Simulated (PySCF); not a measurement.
Species: C4H8GeO2.
Geometry (PBE0-D3(BJ)/def2-SVP, Å), atoms numbered from 1 in this order:
```xyz
15
C4H8GeO2 angstrom
O      1.887    0.163    1.425
C      1.943    0.219    0.224
O      3.098    0.371   -0.438
Ge     0.333    0.094   -0.943
C     -1.139    1.087   -0.084
C     -1.477   -0.215    0.686
C     -0.856   -1.305   -0.222
H      3.802    0.418    0.233
H      0.703    0.223   -2.431
H     -1.911    1.349   -0.823
H     -0.915    1.972    0.527
H     -2.550   -0.354    0.900
H     -0.947   -0.208    1.651
H     -0.428   -2.180    0.285
H     -1.557   -1.650   -0.999
```

Linear response at CAM-B3LYP/def2-SVPD (PySCF, frozen core in the response, non-relativistic). The CAM-B3LYP/def2-SVPD calculation is non-relativistic and has no spin–orbit coupling, an omission that weighs most on germanium.

Static isotropic polarisability: 83.58 au (12.39 Å³), principal values 70.5, 81.5, 98.7 au.

**Question.** What is the polarisability at 1064 nm and at the sodium D line?

**Answer.** 84.36 au at 1064 nm (+0.9 %), 86.23 au at 589.3 nm (+3.2 %). The rise at 589.3 nm is 3.38 times that at 1064 nm; a pure ω² law gives 3.26. The lowest singlet lies at 244 nm, shorter than both wavelengths.

**Question.** What is the isotropic C6 coefficient between two such molecules, C6 = (3/π)∫α(iω)² dω?

**Answer.** 2760 au (Eh·bohr⁶) by a ten-point quadrature over imaginary frequencies, which is 1650 eV·Å⁶ or 159 J·nm⁶/mol.

**Question.** Which effective excitation energy ω̄ makes London's formula C6 = (3/4)α²ω̄ exact here?

**Answer.** ω̄ = 4·C6/(3α²) = 0.527 Eh = 14.3 eV. A one-pole form α(ω) = α/(1 − ω²/ω̄²) fitted to the 1064 nm value gives 12.1 eV. London's choice of the ionisation energy (9.75 eV, ΔSCF at the same level) gives C6 = 1880 au, 32 % too low.

**Question.** The lowest 10 singlets have (eV, f): 5.08, 0.003; 6.50, 0.015; 6.73, 0.143; 7.12, 0.140; 7.57, 0.000; 7.64, 0.018; 7.65, 0.005; 7.94, 0.015; 7.97, 0.040; 7.99, 0.045. What share of the static polarisability do they carry in the sum over states α = Σ f/ω²?

**Answer.** 6.19 au, 7.4 % of α; the largest term, 2.33 au, is that of the state at 6.73 eV. Their oscillator strengths add up to 0.42. Higher states carry the rest.

**Question.** What n − 1 at the D line would an ideal gas of it have at 273.15 K and 1 atm (2.6868 × 10¹⁹ cm⁻³), by n − 1 = 2π·N·α′?

**Answer.** 21.57 × 10⁻⁴, a formal value whether or not that pressure can be reached.

**Question.** What molar refraction at the D line follows from R = (4π/3)·N_A·α′, with α′ the polarisability volume?

**Answer.** α′ = 12.78 Å³ gives R = 32.23 cm³/mol, for isolated, non-vibrating species.

**Question.** What three-body coefficient follows from the one-pole estimate C9 = (3/4)·α·C6?

**Answer.** 173000 au. This is an estimate from the two numbers above, not a computed integral.

**Question.** How anisotropic is the static polarisability, by Δα² = ½[(α1 − α2)² + (α2 − α3)² + (α3 − α1)²]?

**Answer.** Δα = 24.6 au, or 0.29 of the isotropic value.

One conformer stands for the species.
